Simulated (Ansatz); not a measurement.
```xyz
13

Si   -0.269   -1.581   -1.618
Si    0.625   -0.665    0.341
C     0.666    1.219    0.424
C    -0.651    1.299    1.220
S    -0.842   -0.419    1.888
H    -0.708   -2.981   -1.373
H    -1.447   -0.775   -2.040
H     0.726   -1.582   -2.728
H     1.865   -1.393    0.735
H     1.509    1.548    1.036
H     0.664    1.794   -0.502
H    -1.502    1.522    0.576
H    -0.637    2.016    2.041
```

Total charge 0; spin multiplicity 1.

(1) List the PBE/def2-TZVPP orbital energies in eV (Ansatz). (Best estimate.)

## Answers

(1) The calculation gave: Occupied: -2395.41, -1780.00, -1779.44, -270.09, -269.13, -208.35, -154.51, -154.41, -154.27, -137.69, -137.24, -94.47, -94.40, -94.39, -93.96, -93.96, -93.96, -20.26, -16.81, -15.21, -13.47, -11.79, -11.49, -10.77, -9.30, -9.02, -8.58, -8.47, -7.78, -7.10, -7.04, -5.50. Lowest empty: -1.43, -1.01, -0.41, 0.04, 0.36, 0.49, 0.70, 1.18.
